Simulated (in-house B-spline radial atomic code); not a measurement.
How G0W0 and RPA depend on the start: Mn II (Mn+)

Configuration [Ar] 3d5 4s1, highest spin. Computed with an all-electron radial atomic-structure program (B-spline basis): all electrons, scalar-relativistic (spin-free one-electron X2C), finite nucleus, each spin shell either full or empty, empty states to l = 9 with an (l + 1/2)⁻⁴ tail; G0W0 by contour deformation at full frequency.

RPA overbinds a lone outer s electron by self-correlation, and G0W0 tends to as well.

```csv
start,mean-field 4s up (eV),G0W0 (eV),QP weight,RPA correlation (Eh)
Hartree-Fock,-14.976,-15.944,0.970,-1.4427
LDA VWN5,-12.851,-16.498,0.923,-1.6353
PBE,-12.613,-16.434,0.918,-1.6312
PBE0,-13.292,-16.308,0.941,-1.5755
r2SCAN,-12.890,-16.415,0.935,-1.5988
HSE06,-12.961,-16.329,0.933,-1.5822
B3LYP (VWN-RPA),-13.173,-16.354,0.938,-1.588
SCAN,-13.033,-16.437,0.931,-1.5999
TPSS,-12.527,?,?,?
BHandHLYP,-13.806,-16.174,0.954,-1.5277
CAM-B3LYP,-14.454,-16.309,0.957,-1.56
LC-wPBE,-15.584,-16.304,0.966,-1.5524
wB97X,-15.030,?,?,?
PBEsol,-12.644,-16.461,0.920,-1.6327
BLYP,-12.457,-16.443,0.917,-1.6333
r2SCAN0,-13.532,-16.291,0.948,-1.5551
LDA exchange-only,-12.280,-16.565,0.915,-1.6366
```

Problem. What G0W0 level, weight and RPA correlation energy follow from the wB97X start?

Solution. G0W0 level -16.223 eV, weight 0.965, RPA correlation -1.5444 hartree.

Problem. What G0W0 level, weight and RPA correlation energy follow from the TPSS start?

Solution. G0W0 level -16.426 eV, weight 0.918, RPA correlation -1.6209 hartree.

Problem. How much of the dependence on the start does G0W0 remove?

Solution. The mean-field levels span 3.3 eV and the G0W0 levels 0.621 eV. Against 15.640 eV (NIST, measured) the G0W0 removal energies are off by +0.30 to +0.92 eV, with spin-orbit coupling, Breit and QED terms left out.
